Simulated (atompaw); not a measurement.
**beryllium: one change to a PAW (atompaw) potential, before and after**

- Element: Be (Z = 4)
- Generator: atompaw 4.2.0.5
- Type: PAW
- Functional: PBE
- Relativity: scalar-relativistic
- Frozen core: [He]
- Valence charge: 2
- Reference configuration: 2s2 2p0
- Partial waves: 2s (bound): rc 3.00 bohr; 2s channel at 3.35 Ry: rc 2.40 bohr; 2p (bound, empty): rc 3.00 bohr; 2p channel at 2.15 Ry: rc 3.00 bohr; 3d channel at 0.25 Ry: rc 3.00 bohr
- Local potential: bessel scheme, radius 2.40 bohr
- Core correction: smooth core density matched at 1.90 bohr
- Augmentation charge: sinc compensation charge, radius 2.25 bohr; PAW radius 3.00 bohr; waves and projectors: modrrkj vanderbiltortho

All-electron outer shells of the reference configuration (PBE, scalar-relativistic, ld1.x):

```
shell  level (eV)  outermost node (bohr)  outermost maximum (bohr)
   1s     -106.21                      –                      0.27
   2s       -5.61                   0.59                      2.04
   2p       -2.02                      –                      2.28
```

Change: augmentation sinc compensation charge, radius 2.25 bohr; PAW radius 3.00 bohr; waves and projectors: custom rrkj vanderbiltortho.

Cutoffs: the cutoffs (Ry, on a coarse ladder) from which the occupation-weighted sum of valence levels, in a spherical-Bessel basis at the reference potential, stays within 10 and 1 mRy of its value at 400 Ry; they do not see the model core or the augmentation charge, which bear on the density cutoff.

Q: What does the change do?

A: Both files are so soft that the ladder of cutoffs tells neither apart; the range in which the s phases agree widens (upper end 0.7 → 1.8); neither file shows a bound ghost.

| quantity | base | changed |
| --- | --- | --- |
| cutoff, loose | 6 Ry | 6 Ry |
| cutoff, tight | 6 Ry | 6 Ry |
| bound ghosts | none | none |
| s: phases at 3.01 bohr within 0.05 rad from the reference energy up to (Ry; the scan ends near 5) | 0.7 | 1.8 |
| p: phases at 3.01 bohr within 0.05 rad from the reference energy up to (Ry; the scan ends near 5) | to the end of the scan | 4.7 |
| d: phases at 3.01 bohr within 0.05 rad from the reference energy up to (Ry; the scan ends near 5) | 3.4 | 3.1 |
| lowest overlap eigenvalue by channel | s 0.41, p 1.00, d 1.00 | s 0.73, p 0.88, d 0.82 |

 The cutoffs see the waves, projectors and local potential, not the compensation charge or the core.
